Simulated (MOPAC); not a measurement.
A run for MOPAC: AM1 on C3H6F2 (a complex), monomers drawn apart or pushed together.

```
AM1 1SCF PRECISE CHARGE=0 THREADS=1
C3H6F2

C      0.36766658 1     0.66827527 1    -0.22414263 1
F     -1.00917104 1     0.55200367 1    -0.02614237 1
H      0.58069407 1     1.67532978 1    -0.58369717 1
H      0.87130459 1     0.48736240 1     0.72435410 1
H      0.67317594 1    -0.07022206 1    -0.96585117 1
C     -1.23646692 1    -0.45102167 1     4.16840458 1
C     -0.05238435 1    -0.49696927 1     4.74176662 1
F      1.08800283 1    -0.23750601 1     4.05917017 1
H     -1.35921929 1    -0.20373679 1     3.12279330 1
H     -2.11182418 1    -0.66758552 1     4.76324064 1
H      0.15402838 1    -0.73484698 1     5.77671857 1
```

Output:

```
*******************************************************************************
 **                                                                           **
 **                              MOPAC v23.2.5                                **
 **                                                                           **
 *******************************************************************************
 ** MOPAC's Digital Object Identifier: https://doi.org/10.5281/zenodo.6511958 **
 **                                                                           **
 ** Please cite the open-source release paper for use of this MOPAC version:  **
 ** J. E. Moussa and J. J. P. Stewart (2026)                                  **
 ** MOPAC: An open-source semiempirical molecular orbital program             **
 ** J. Open Source Softw., 11(119), 8025, https://doi.org/10.21105/joss.08025 **
 *******************************************************************************

                              AM1 CALCULATION RESULTS

 *******************************************************************************
 *  AM1        - The AM1 Hamiltonian to be used
 *
 *
 *
 *                 CHARGE ON SYSTEM = 0
 *
 *
 *
 *  PRECISE    - TIGHTER CRITERIA TO BE USED
 *  1SCF       - DO 1 SCF AND THEN STOP
 *  THREADS=1  - MULTI-THREADING NOT USED
 *  T=         - A TIME OF 172800.0 SECONDS REQUESTED
 *  DUMP=N     - RESTART FILE WRITTEN EVERY 7200.0 SECONDS REQUESTED
 *******************************************************************************
AM1 1SCF PRECISE CHARGE=0 THREADS=1
 C3H6F2

   ATOM   CHEMICAL          X               Y               Z
  NUMBER   SYMBOL      (ANGSTROMS)     (ANGSTROMS)     (ANGSTROMS)

     1       C          0.36766658  *   0.66827527  *  -0.22414263  *
     2       F         -1.00917104  *   0.55200367  *  -0.02614237  *
     3       H          0.58069407  *   1.67532978  *  -0.58369717  *
     4       H          0.87130459  *   0.48736240  *   0.72435410  *
     5       H          0.67317594  *  -0.07022206  *  -0.96585117  *
     6       C         -1.23646692  *  -0.45102167  *   4.16840458  *
     7       C         -0.05238435  *  -0.49696927  *   4.74176662  *
     8       F          1.08800283  *  -0.23750601  *   4.05917017  *
     9       H         -1.35921929  *  -0.20373679  *   3.12279330  *
    10       H         -2.11182418  *  -0.66758552  *   4.76324064  *
    11       H          0.15402838  *  -0.73484698  *   5.77671857  *



          CARTESIAN COORDINATES

    NO.       ATOM           X           Y           Z

     1         C          0.3677      0.6683     -0.2241
     2         F         -1.0092      0.5520     -0.0261
     3         H          0.5807      1.6753     -0.5837
     4         H          0.8713      0.4874      0.7244
     5         H          0.6732     -0.0702     -0.9659
     6         C         -1.2365     -0.4510      4.1684
     7         C         -0.0524     -0.4970      4.7418
     8         F          1.0880     -0.2375      4.0592
     9         H         -1.3592     -0.2037      3.1228
    10         H         -2.1118     -0.6676      4.7632
    11         H          0.1540     -0.7348      5.7767

  H: (AM1): M.J.S. DEWAR ET AL, J. AM. CHEM. SOC. 107 3902-3909 (1985)
  C: (AM1): M.J.S. DEWAR ET AL, J. AM. CHEM. SOC. 107 3902-3909 (1985)
  F: (AM1): M.J.S. DEWAR AND E. G. ZOEBISCH, THEOCHEM, 180, 1 (1988).

           Empirical Formula: C3 H6 F2  =    11 atoms



      MOLECULAR POINT GROUP   :   Cs


      RHF CALCULATION, NO. OF DOUBLY OCCUPIED LEVELS = 16


 -------------------------------------------------------------------------------
 AM1 1SCF PRECISE CHARGE=0 THREADS=1
 C3H6F2



     1SCF WAS SPECIFIED, SO BFGS WAS NOT USED
     SCF FIELD WAS ACHIEVED


                              AM1 CALCULATION
                                                       MOPAC v23.2.5 Linux




          FINAL HEAT OF FORMATION =        -92.82835 KCAL/MOL =    -388.39382 KJ/MOL


          COSMO AREA              =        137.53 SQUARE ANGSTROMS
          COSMO VOLUME            =        113.74 CUBIC ANGSTROMS

          IONIZATION POTENTIAL    =         10.353370 EV
          HOMO LUMO ENERGIES (EV) =        -10.353  0.994
          NO. OF FILLED LEVELS    =         16
          MOLECULAR WEIGHT        =         80.0772         POINT GROUP:  Cs

          MOLECULAR DIMENSIONS (Angstroms)

            Atom       Atom       Distance
            H    11    H     3     6.81512
            H    10    F     8     3.14650
            H     3    H     5     1.77090


          SCF CALCULATIONS        =          1





   ATOM   CHEMICAL          X               Y               Z
  NUMBER   SYMBOL      (ANGSTROMS)     (ANGSTROMS)     (ANGSTROMS)

     1       C          0.36766658  *   0.66827527  *  -0.22414263  *
     2       F         -1.00917104  *   0.55200367  *  -0.02614237  *
     3       H          0.58069407  *   1.67532978  *  -0.58369717  *
     4       H          0.87130459  *   0.48736240  *   0.72435410  *
     5       H          0.67317594  *  -0.07022206  *  -0.96585117  *
     6       C         -1.23646692  *  -0.45102167  *   4.16840458  *
     7       C         -0.05238435  *  -0.49696927  *   4.74176662  *
     8       F          1.08800283  *  -0.23750601  *   4.05917017  *
     9       H         -1.35921929  *  -0.20373679  *   3.12279330  *
    10       H         -2.11182418  *  -0.66758552  *   4.76324064  *
    11       H          0.15402838  *  -0.73484698  *   5.77671857  *

                             CARTESIAN COORDINATES

   1    C        0.367666580     0.668275270    -0.224142630
   2    F       -1.009171040     0.552003670    -0.026142370
   3    H        0.580694070     1.675329780    -0.583697170
   4    H        0.871304590     0.487362400     0.724354100
   5    H        0.673175940    -0.070222060    -0.965851170
   6    C       -1.236466920    -0.451021670     4.168404580
   7    C       -0.052384350    -0.496969270     4.741766620
   8    F        1.088002830    -0.237506010     4.059170170
   9    H       -1.359219290    -0.203736790     3.122793300
  10    H       -2.111824180    -0.667585520     4.763240640
  11    H        0.154028380    -0.734846980     5.776718570


           Empirical Formula: C3 H6 F2  =    11 atoms



      MOLECULAR POINT GROUP   :   Cs


                  EIGENVALUES
 -49.48351 -48.42943 -33.03269 -28.19378 -22.46058 -17.87104 -16.54834 -16.54540
 -16.36278 -16.26890 -15.97706 -13.65250 -12.70190 -12.18122 -12.17696 -10.35337
   0.99411   3.57917   3.84236   4.01584   4.04531   4.10132   4.66240   4.72571
   5.09112   5.58748


              NET ATOMIC CHARGES AND DIPOLE CONTRIBUTIONS

  ATOM NO.   TYPE          CHARGE      No. of ELECS.   s-Pop       p-Pop
    1          C          -0.038057        4.0381     1.22102     2.81703
    2          F          -0.189753        7.1898     1.92673     5.26302
    3          H           0.073972        0.9260     0.92603
    4          H           0.079934        0.9201     0.92007
    5          H           0.073919        0.9261     0.92608
    6          C          -0.267554        4.2676     1.24047     3.02709
    7          C          -0.004520        4.0045     1.21740     2.78712
    8          F          -0.133593        7.1336     1.91577     5.21782
    9          H           0.139683        0.8603     0.86032
   10          H           0.130033        0.8700     0.86997
   11          H           0.135936        0.8641     0.86406
 DIPOLE           X         Y         Z       TOTAL
 POINT-CHG.     0.394    -0.158     0.570     0.711
 HYBRID         0.112     0.014    -0.024     0.115
 SUM            0.506    -0.145     0.546     0.759


          ATOMIC ORBITAL ELECTRON POPULATIONS

     Atom    s        px        py        pz
    1  C   1.22102   0.77728   1.01983   1.01992
    2  F   1.92673   1.32016   1.97578   1.96709
    3  H   0.92603
    4  H   0.92007
    5  H   0.92608
    6  C   1.24047   0.95877   1.03899   1.02933
    7  C   1.21740   0.82329   1.01705   0.94678
    8  F   1.91577   1.49000   1.91350   1.81432
    9  H   0.86032
   10  H   0.86997
   11  H   0.86406

 **********************
 *                    *
 * JOB ENDED NORMALLY *
 *                    *
 **********************




 == MOPAC DONE ==
```

The run finished.

Cost: very roughly 0.020 core-seconds.
